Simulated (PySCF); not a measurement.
C₃H₈O₂Si, SMILES C/C=C/O[SiH2]O. Atoms are numbered in the order given.

```xyz
14

C      3.2673     0.7753     0.5048
C      1.8427     1.0848     0.1581
C      0.8205     0.2584     0.3971
O     -0.4707     0.5747     0.0894
Si    -1.7718    -0.4771     0.0819
O     -1.7583    -1.4992    -1.2259
H      3.6851     1.5198     1.2052
H      3.3652    -0.2168     0.9734
H      3.9145     0.7891    -0.3899
H      1.6184     2.0465    -0.3167
H      0.9733    -0.7222     0.8711
H     -1.7008    -1.3693     1.2643
H     -2.9532     0.4191     0.0787
H     -1.8488    -1.1022    -2.1006
```
Charge 0, spin multiplicity 1.

Coordinates come from a B3LYP-D3(BJ)/def2-SVP optimisation. The structure was generated by enumeration; whether it is a known compound was not checked. One conformer was computed; it need not be the lowest.

Method: PBE/def2-TZVP (PySCF).

ESP charges are fitted to the potential on shells at 1.4 to 2.0 van der Waals radii. Atomic charges (e):

```
atom  Mulliken  ESP fit    IAO  Löwdin
----  --------  -------  -----  ------
C1       -0.34    -0.51  -0.43   -0.31
C2       -0.10     0.00  -0.20   -0.23
C3        0.00    -0.13   0.03   -0.30
O4       -0.25    -0.32  -0.56    0.15
Si5       0.42     0.58   1.14    0.05
O6       -0.47    -0.62  -0.77   -0.11
H7        0.12     0.15   0.15    0.13
H8        0.11     0.14   0.14    0.13
H9        0.12     0.15   0.15    0.13
H10       0.10     0.12   0.15    0.14
H11       0.08     0.17   0.12    0.13
H12      -0.05    -0.06  -0.15   -0.04
H13      -0.05    -0.10  -0.15   -0.04
H14       0.31     0.43   0.37    0.18
```

Computed Mayer and Wiberg (Löwdin basis) orders of the bonds:
```csv
bond,Mayer,Wiberg
C1–C2,0.99,1.32
C2–C3,1.86,2.04
C3–O4,1.06,1.59
O4–Si5,1.14,1.50
Si5–O6,1.27,1.73
C1–H7,0.95,0.89
C1–H8,0.97,0.89
C1–H9,0.95,0.89
C2–H10,0.95,0.83
C3–H11,0.94,0.84
Si5–H12,0.92,0.93
Si5–H13,0.92,0.93
O6–H14,0.88,1.02
```
